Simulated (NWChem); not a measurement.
System: Si$_{2}$H$_{5}$O$_{2}$F; SMILES [SiH3][Si](O)(O)F

NWChem input:

```
start job
memory heap 200 mb stack 900 mb global 1100 mb
geometry units angstroms noautosym nocenter noautoz
  O     -1.552070    -0.844007    -0.441536
  Si    -0.021319    -0.406514    -0.021973
  O      0.321801    -1.134549     1.428899
  F      1.061741    -0.972417    -1.086635
  Si     0.083079     1.922247     0.002921
  H     -1.811721    -1.747842    -0.205771
  H      1.254293    -1.320179     1.609603
  H      1.460444     2.354325     0.370827
  H     -0.249985     2.488753    -1.331344
  H     -0.864766     2.461337     1.014248
end
basis spherical
  O library 6-31g*
  Si library 6-31g*
  F library 6-31g*
  H library 6-31g*
end
dft
  xc m06-2x
  iterations 150
end
cosmo
  do_cosmo_smd true
  solvent thf
end
task dft energy
```

Parts of the log:

```
             Northwest Computational Chemistry Package (NWChem) 7.3.0
             --------------------------------------------------------

                             Geometry "geometry" -> ""
                             -------------------------

 Output coordinates in angstroms (scale by  1.889725989 to convert to a.u.)

  No.       Tag          Charge          X              Y              Z
 ---- ---------------- ---------- -------------- -------------- --------------
    1 O                    8.0000    -1.55207000    -0.84400700    -0.44153600
    2 Si                  14.0000    -0.02131900    -0.40651400    -0.02197300
    3 O                    8.0000     0.32180100    -1.13454900     1.42889900
    4 F                    9.0000     1.06174100    -0.97241700    -1.08663500
    5 Si                  14.0000     0.08307900     1.92224700     0.00292100
    6 H                    1.0000    -1.81172100    -1.74784200    -0.20577100
    7 H                    1.0000     1.25429300    -1.32017900     1.60960300
    8 H                    1.0000     1.46044400     2.35432500     0.37082700
    9 H                    1.0000    -0.24998500     2.48875300    -1.33134400
   10 H                    1.0000    -0.86476600     2.46133700     1.01424800

 Effective nuclear repulsion energy (a.u.)     313.6233555284

                                 NWChem DFT Module
                                 -----------------

 Summary of "ao basis" -> "ao basis" (spherical)
 ------------------------------------------------------------------------------
       Tag                 Description            Shells   Functions and Types
 ---------------- ------------------------------  ------  ---------------------
 O                           6-31g*                  6       14   3s2p1d
 Si                          6-31g*                  8       18   4s3p1d
 F                           6-31g*                  6       14   3s2p1d
 H                           6-31g*                  2        2   2s

 in cosmo_initialize ...
 calling solv_data for solv:thf

 solvent parameters
 solvname_short: thf
 solvname_long:  tetrahydrofuran
 dielec:        7.4257
 dielecinf:     1.9740
 nonaqueous SMD model solvent descriptors
 dielec:        7.4257
 sola:          0.0000
 solb:          0.4800
 solc:          0.0000
 solg:         39.4400
 solh:          0.0000
 soln:          1.4050

          ---------------
          -cosmo- solvent
          ---------------
 Cosmo: York-Karplus, doi: 10.1021/jp992097l
 dielectric constant -eps-     =   7.43
 screen = (eps-1)/(eps    )    =   0.86533
 surface charge correction     = lagrangian

   van der Waals surface
 --------------------------

[...]

                                COSMO-SMD solvation results
                                ---------------------------

             internal energy in gas <Psi(g)|H|Psi(g)> =      -832.239750385152
         internal energy in solvent <Psi(s)|H|Psi(s)> =      -832.239347291610
                               delta internal energy  =         0.000403093542 (    0.25 kcal/mol)
   total free energy in solvent <Psi(s)|H+V/2|Psi(s)> =      -832.247097040572
 polarization energy contribution <Psi(s)|V/2|Psi(s)> =        -0.007749748962 (   -4.86 kcal/mol)
    total free energy in solvent including G(SMD-CDS) =      -832.248580982480
                       G(SMD-CDS) energy contribution =        -0.001483941909 (   -0.93 kcal/mol)
     1 M fixed-concentration free energy of solvation =        -0.008830597329 (   -5.54 kcal/mol)

                       DFT Final Molecular Orbital Analysis
                       ------------------------------------

 Vector   27  Occ=2.000000D+00  E=-4.052842D-01
              MO Center= -4.1D-01,  1.9D+00,  2.0D-01, r^2= 3.2D+00
   Bfn.  Coefficient  Atom+Function         Bfn.  Coefficient  Atom+Function
  ----- ------------  ---------------      ----- ------------  ---------------
    69      0.334267   5 Si pz               88      0.293642  10 H  s
    87      0.261732  10 H  s                67     -0.200942   5 Si px
    86     -0.188382   9 H  s                85     -0.166933   9 H  s
     5     -0.162493   1 O  pz               65     -0.136914   5 Si pz
     9     -0.124684   1 O  pz               36     -0.082385   3 O  py

 Vector   28  Occ=2.000000D+00  E=-4.046573D-01
              MO Center=  4.2D-01,  1.7D+00, -8.8D-03, r^2= 3.8D+00
   Bfn.  Coefficient  Atom+Function         Bfn.  Coefficient  Atom+Function
  ----- ------------  ---------------      ----- ------------  ---------------
    67      0.323887   5 Si px               84      0.288278   8 H  s
    83      0.247885   8 H  s                86     -0.207411   9 H  s
    69      0.195785   5 Si pz               85     -0.172690   9 H  s
    36     -0.160301   3 O  py               63     -0.132802   5 Si px
    40     -0.127349   3 O  py                4      0.112636   1 O  py

 Vector   29  Occ=2.000000D+00  E=-3.486430D-01
              MO Center=  5.9D-02,  6.5D-01,  1.2D-01, r^2= 3.4D+00
   Bfn.  Coefficient  Atom+Function         Bfn.  Coefficient  Atom+Function
  ----- ------------  ---------------      ----- ------------  ---------------
    68      0.413487   5 Si py               22     -0.320118   2 Si py
    36      0.269393   3 O  py               20     -0.221300   2 Si s
    40      0.214402   3 O  py               70     -0.167412   5 Si s
    72      0.163723   5 Si py               64     -0.158901   5 Si py
    50      0.141008   4 F  py               86      0.129548   9 H  s

 Vector   30  Occ=0.000000D+00  E= 5.216605D-02
              MO Center=  3.5D-02,  8.7D-01,  1.3D-01, r^2= 4.8D+00
   Bfn.  Coefficient  Atom+Function         Bfn.  Coefficient  Atom+Function
  ----- ------------  ---------------      ----- ------------  ---------------
    86      0.738364   9 H  s                73      0.705158   5 Si pz
    84     -0.563770   8 H  s                71      0.462941   5 Si px
    38     -0.347860   3 O  s                27      0.344164   2 Si pz
     6      0.305766   1 O  s                25      0.219328   2 Si px
    23      0.197398   2 Si pz               69      0.183690   5 Si pz

 Vector   31  Occ=0.000000D+00  E= 5.684735D-02
              MO Center=  5.4D-02,  1.0D+00, -8.3D-02, r^2= 4.6D+00
   Bfn.  Coefficient  Atom+Function         Bfn.  Coefficient  Atom+Function
  ----- ------------  ---------------      ----- ------------  ---------------
    88      0.793302  10 H  s                71      0.720004   5 Si px
    84     -0.520477   8 H  s                73     -0.513024   5 Si pz
    25      0.364392   2 Si px                6      0.278952   1 O  s
    86     -0.262967   9 H  s                52     -0.231070   4 F  s
    67      0.195560   5 Si px               21      0.187553   2 Si px

 Vector   32  Occ=0.000000D+00  E= 7.812827D-02
              MO Center=  5.3D-03,  1.5D+00,  3.9D-02, r^2= 6.6D+00
   Bfn.  Coefficient  Atom+Function         Bfn.  Coefficient  Atom+Function
  ----- ------------  ---------------      ----- ------------  ---------------
    24      1.560392   2 Si s                72      1.357061   5 Si py
    70     -0.461391   5 Si s                 6     -0.440675   1 O  s
    26      0.414528   2 Si py               38     -0.352094   3 O  s
    80      0.321827   6 H  s                20      0.279529   2 Si s
    22      0.274782   2 Si py               66     -0.243484   5 Si s

     Multipole analysis of the density
     ---------------------------------

     L   x y z        total         alpha         beta         nuclear
     -   - - -        -----         -----         ----         -------
     0   0 0 0     -0.000000    -29.000000    -29.000000     58.000000

     1   1 0 0      0.355103     -0.168667     -0.168667      0.692437
     1   0 1 0     -0.360813     -1.008537     -1.008537      1.656260
     1   0 0 1      0.496393      0.900129      0.900129     -1.303866

     2   2 0 0    -31.202637    -83.714458    -83.714458    136.226279
     2   1 1 0      1.246111     -4.416293     -4.416293     10.078698
     2   1 0 1      2.370575     -0.915164     -0.915164      4.200903
     2   0 2 0    -30.137910   -195.663944   -195.663944    361.189977
     2   0 1 1     -1.020716      3.031408      3.031408     -7.083532
     2   0 0 2    -34.489120    -78.130068    -78.130068    121.771017
```

Level: M06-2X/6-31G* (spherical d), SMD on the gas-phase geometry. Coordinates come from a B3LYP/6-31G* (spherical d) optimisation. Solvent: tetrahydrofuran.
